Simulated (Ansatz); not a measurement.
Reaction (ligand exchange at a B–C bond): `BCC(C)N` + `OC[SiH2]Cl` → `BOC[SiH2]Cl` + `CC(C)N`

Computed with Ansatz on PBE0-D4/def2-TZVP structures; ΔE is electronic, products minus reactants. CCSD(T)/CBS adds triple-zeta CCSD(T) − MP2 to the extrapolated MP2 energy (def2 sets, frozen cores). DFT in def2-TZVPP. Each species was taken in one conformer, which may not be the lowest.

| level | ΔE (kcal/mol) | difference from CCSD(T)/CBS |
| --- | --- | --- |
| PBE-D4 | -34.6 | 1.2 |
| ωB97X-V | -35.3 | 0.5 |
| ωB97M-V | -35.4 | 0.4 |
| PBE0 | -34.8 | 1.0 |
| CCSD/def2-TZVPP | -36.4 | -0.6 |
| CCSD(T)/def2-TZVPP | -36.5 | -0.7 |
| MP2/def2-QZVPP | -36.3 | -0.5 |
| SCS-MP2/def2-QZVPP | -36.8 | -1.0 |
| MP2/CBS(def2) | -35.9 | -0.1 |
| CCSD/CBS(def2) | -35.8 | 0.0 |
| CCSD(T)/CBS | -35.8 | 0 |

Largest T1 diagnostic among the species: 0.013.

In def2-TZVPP, CCSD(T) changes the Hartree–Fock value by +1.5 kcal/mol (the triples alone add −0.0 kcal/mol) and MP2 by +1.3 kcal/mol.
